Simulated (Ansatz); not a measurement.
System: CH7P2Si, charge 0, multiplicity 2. It need not be the lowest isomer of its formula. 
Structure (B3LYP-D3(BJ)/def2-TZVP (Ansatz, a first-principles code) minimum search):
```xyz
11

C     -1.6053     1.3975    -0.2649
Si    -0.1617     0.2199    -0.5562
P     -0.5679    -1.9389     0.0290
P      1.6875     1.0522     0.4610
H     -1.3545     2.4083    -0.5915
H     -2.4917     1.0654    -0.8069
H     -1.8528     1.4322     0.8002
H     -1.1674    -1.6018     1.2759
H     -1.8152    -2.0040    -0.6482
H      2.4699    -0.1065     0.2257
H      1.3126     0.6439     1.7724
```
Charge 0, spin multiplicity 2.

Total electronic energies in hartree. Valence correlation only, unless marked. Open shells are spin-unrestricted. Spin-orbit coupling is left out. Non-relativistic unless marked X2C. Basis-set limits of correlation are two-point, X^-3; Hartree-Fock from the larger set.

| level | program | energy (Eh) |
|---|---|---|
| HF/cc-pV(D+d)Z | Ansatz | -1012.34911 |
| SVWN5/def2-TZVPD | Ansatz | -1010.45163 |
| BLYP-D3(BJ)/def2-TZVPD | Ansatz + dftd3 | ? |
| revPBE-D3(BJ)/def2-TZVPD | Ansatz + dftd3 | -1014.36440 |
| B3LYP/def2-TZVPD | Ansatz | ? |
| BHLYP-D4/def2-TZVPD | Ansatz + dftd4 | -1014.51331 |
| r2SCANh/def2-TZVPD | Ansatz | -1014.42501 |
| HSE06-D3(BJ)/def2-TZVPD | Ansatz + dftd3 | ? |
| RPA@PBE/cc-pV(Q+d)Z | Ansatz | -1013.53656 |
| MP2/6-31G | Ansatz | -1012.38435 |
| MP2/6-31G* | Ansatz | -1012.67791 |
| MP2/cc-pV(T+d)Z | Ansatz | -1012.99422 |
| CCSD(T)/cc-pV(D+d)Z | Ansatz | -1012.91424 |
| X2C-CCSD(T)/cc-pVTZ-DK | Ansatz | -1015.32929 |
| CCSD(T)/CBS(cc-pV(T+d)Z,cc-pV(Q+d)Z) | Ansatz | -1013.1687 |

Task: What belongs in the gaps?

Result: 
- BLYP-D3(BJ)/def2-TZVPD, energy (Eh): -1014.51734
- B3LYP/def2-TZVPD, energy (Eh): -1014.59746
- HSE06-D3(BJ)/def2-TZVPD, energy (Eh): -1014.08977
